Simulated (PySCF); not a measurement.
Vertical excitations of a molecule C4H10S from PySCF with TDA-M06-2X/def2-SVPD, as energy in eV (oscillator strength): 5.35 (0.003), 6.18 (0.039), 7.13 (0.022), 7.44 (0.004), 7.71 (0.033), 8.03 (0.008), 8.05 (0.066), 8.34 (0.101), 8.40 (0.011), 8.51 (0.195). Lowest triplet (TDA): 4.97 eV. Coordinates come from a PBE0-D3(BJ)/def2-SVP optimisation. One conformer was computed; it need not be the lowest.

Q: Which structure fits?
A) CC(C)(C)S
B) CCCCS
C) CC(C)CS
D) CCSCC

A: A, CC(C)(C)S
